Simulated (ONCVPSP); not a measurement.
Which change was made? (P, ONCV)

| Item | Value |
| --- | --- |
| Element | P |
| Generator | ONCVPSP 4.0.1 |
| Type | optimised norm-conserving Vanderbilt (ONCV) |
| Functional | PBE |
| Relativity | scalar-relativistic |
| Frozen core | [Ne] |
| Valence charge | 5 |
| Reference configuration | 3s2 3p3 |
| Partial waves | 3s: rc 1.35 bohr, ncon 4, nbas 8, qcut 4.1 1/bohr, 2 projectors, debl 3.5 Ha; 3p: rc 1.25 bohr, ncon 3, nbas 6, qcut 6.7 1/bohr, 3 projectors, debl 0.8 Ha; d scattering state at 0.16 Ha: rc 1.40 bohr, ncon 4, nbas 9, qcut 6.2 1/bohr, 2 projectors, debl 2 Ha |
| Local potential | polynomial inside 0.90 bohr (lpopt 5, dvloc0 0 Ha) |
| Core correction | Teter function fitted to the true core (icmod 2), fcfact 0.4 |

Cutoffs, loose and tight: the cutoffs (Ha) at which the residual kinetic energy of the hardest occupied pseudo-wave falls to 1 and 0.1 mHa per electron. They do not see the model core or the augmentation charge, which bear on the density cutoff. Test errors are all-electron minus pseudo excitation energies from the reference, over the configurations 3s2 3p2; 3s2 3p1; 3s2 3p0; 3s2 3p2.5; variants that change the core or the reference have their own tests.

The base gives: outcome: generated; cutoff, loose: 17 Ha; cutoff, tight: 69 Ha; bound ghosts: p; GHOST(+) flags above zero: s; largest test error (meV): +46.

(1) After one change the result is: outcome: generated; cutoff, loose: 17 Ha; cutoff, tight: 69 Ha; bound ghosts: none; GHOST(+) flags above zero: s; largest test error (meV): +48. Which change was it?
A. functional PBEsol
B. all radii but the core radius scaled by about 1.33 (s 1.80, p 1.66, d 1.86 bohr); local potential polynomial inside 1.20 bohr (lpopt 5, dvloc0 0 Ha)
C. p: nproj 1
D. s: qcut 3.3; p: qcut 5.4; d: qcut 5

Results:

(1) C. The others give: functional PBEsol → outcome: generated; cutoff, loose: 17 Ha; cutoff, tight: 69 Ha; bound ghosts: p; GHOST(+) flags above zero: s; largest test error (meV): +36 | s: qcut 3.3; p: qcut 5.4; d: qcut 5 → outcome: generated; cutoff, loose: 28 Ha; cutoff, tight: 78 Ha; bound ghosts: p; GHOST(+) flags above zero: s, p; largest test error (meV): +53 | all radii but the core radius scaled by about 1.33 (s 1.80, p 1.66, d 1.86 bohr); local potential polynomial inside 1.20 bohr (lpopt 5, dvloc0 0 Ha) → outcome: generated; cutoff, loose: 9.0 Ha; cutoff, tight: 44 Ha; bound ghosts: p; GHOST(+) flags above zero: s; largest test error (meV): +84.
